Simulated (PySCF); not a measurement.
SMILES [SiH]([O])(C)C (C₂H₇OSi), doublet, CAM-B3LYP/def2-SVP optimised geometry.

```
11

C     -0.50     0.99     0.00
Si    -0.10    -0.85     0.00
C     -0.76    -1.72     1.51
O      1.59    -0.85     0.00
H     -1.59     1.12    -0.04
H     -0.12     1.47     0.91
H     -0.06     1.49    -0.87
H     -0.62    -1.49    -1.24
H     -0.41    -1.24     2.43
H     -0.44    -2.78     1.53
H     -1.86    -1.71     1.51
```

Density from unrestricted CAM-B3LYP/def2-TZVP (PySCF) at that geometry.

Minimum of the electron density along straight lines between bonded atoms, close to the bond critical point (lines longer than 1.1 times the sum of covalent radii, or with two minima, are not listed):

```
bond    length / Å  ρ at the minimum / e bohr⁻³  ∇²ρ there / e bohr⁻⁵  position (fraction from the first atom)
------  ----------  ---------------------------  --------------------  ---------------------------------------
C1–Si2       1.877                        0.122                  0.16                                     0.61
Si2–C3       1.868                        0.125                  0.16                                     0.39
Si2–O4       1.687                        0.132                     ?                                     0.41
C1–H5        1.102                        0.266                 -0.87                                     0.64
C1–H6        1.100                        0.269                 -0.89                                     0.64
C1–H7        1.099                        0.269                 -0.89                                     0.64
Si2–H8       1.491                        0.123                  0.12                                     0.49
C3–H9        1.100                        0.268                 -0.88                                     0.64
C3–H10       1.101                        0.267                 -0.88                                     0.64
C3–H11       1.102                        0.266                 -0.87                                     0.64
```

Problem. Complete the blanks.

Solution. 
- Si2–O4, ∇²ρ there / e bohr⁻⁵: 0.68
